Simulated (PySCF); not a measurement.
germylsilane cation (GeH6Si), SMILES [SiH3][GeH3] (connectivity only; charge and spin as stated), charge +1, multiplicity 2. Geometry: B3LYP-D3(BJ)/def2-TZVP. The spin state was assumed, not searched.

These are B3LYP-D3(BJ)/def2-TZVP (PySCF 2.14.0) values and carry that method's errors.

Harmonic wavenumbers (cm⁻¹): 92, 161, 243, 243, 323, 323, 672, 759, 839, 839, 927, 927, 2157, 2210, 2210, 2244, 2305, 2305. Rotational constants (GHz): 37.88, 2.724, 2.724; symmetry number 3.

**Question.** Work out the zero-point energy and the ideal-gas rigid-rotor harmonic-oscillator thermochemistry at 298.15 K and 1 atm.

**Answer.** ZPE = ½ Σ hcν = ½ × 19783 cm⁻¹ = 28.28 kcal/mol. H − E(el) = 32.91 kcal/mol. Entropy in cal/(mol K): translation 39.91, rotation 22.37, vibration 13.49, spin 1.38, total 77.15. G − E(el) = 9.91 kcal/mol. Cp = 22.34 cal/(mol K). Modes under 150 cm⁻¹ make the vibrational entropy uncertain.
